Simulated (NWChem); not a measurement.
System: stibine (SbH$_{3}$); SMILES [SbH3]

```xyz
4

Sb     0.0000     0.0000     0.0534
H      0.9981     0.9981    -0.9085
H      0.3653    -1.3634    -0.9085
H     -1.3634     0.3653    -0.9085
```
Atoms are numbered in this order, from 1.

Program: NWChem. The geometry was optimised at PBE0-D3(BJ)/def2-TZVP (def2 core potentials past Kr).

For level B3LYP/STO-3G, non-relativistic:

```
Property                     Value
---------------------------  -----
highest occupied level (eV)  -4.36
orbital gap (eV)              8.99
dipole (D)                    0.89
```

### Question
What are these values for level B3LYP/3-21G, non-relativistic?

### Answer
| Property | Result |
|---|---|
| highest occupied level (eV) | -6.96 |
| orbital gap (eV) | 6.98 |
| dipole (D) | 0.27 |
